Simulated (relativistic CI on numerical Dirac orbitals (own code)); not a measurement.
Sm16+: q coefficients and field-shift factors

Method of calculation: Dirac-Coulomb-Breit CI, KLI orbitals optimised for each configuration, derivatives by finite differences, unscaled Slater integrals, QED left out (own radial code, finite nucleus).

Configurations in the expansion (outside the closed core [Ar] 3d10): 4s2 4p6 4d10, 4s2 4p6 4d9 4f, 4s2 4p6 4d9 5s, 4s2 4p5 4d10 4f, 4s2 4p6 4d9 5p, 4s 4p6 4d10 4f. Double excitations out of closed p, d and f shells are left out; levels of such configurations are missing from the list, as are those of other unlisted configurations, and high levels can miss mixing partners.

With x = (α/α₀)² − 1 an excitation energy changes as ω = ω₀ + qx; K = 2q/ω₀ is the relative enhancement. Terms are leading LS components, so labels can repeat. The field-shift factor is F = δν/δ⟨r²⟩ for the transition from the lowest level.

Lowest level 4s2 4p6 4d10 1S_0.

```
               Level  ω₀ (cm⁻¹)  q (cm⁻¹)         K  F (GHz/fm²)
4s2 4p6 4d9 4f 3P°_0    1034430     -7441   -0.0144         8.04
4s2 4p6 4d9 4f 3P°_1    1041700     -2646  -0.00508         8.15
4s2 4p6 4d9 4f 3P°_2    1056480      6133    0.0116         8.38
4s2 4p6 4d9 4f 3H°_6    1070691     -2045  -0.00382         8.38
4s2 4p6 4d9 4f 3H°_5    1073112     -5729   -0.0107         8.25
4s2 4p6 4d9 4f 3F°_2    1086982     -6104   -0.0112         8.28
4s2 4p6 4d9 4f 3F°_3    1088259     -6217   -0.0114         8.26
4s2 4p6 4d9 4f 3H°_4    1091256      1888   0.00346         8.41
4s2 4p6 4d9 4f 3F°_4    1095579      1877   0.00343         8.42
4s2 4p6 4d9 4f 3D°_1    1105357     13070    0.0237         8.66
4s2 4p6 4d9 4f 3G°_5    1106276      1065   0.00193         8.59
4s2 4p6 4d9 4f 3D°_3    1111403      5042   0.00907         8.61
4s2 4p6 4d9 4f 1D°_2    1116830     30410    0.0545         8.98
```

At this charge energies of transitions that change n are usually good to better than 1 %, and those within a shell (Δn = 0) to a few per cent.
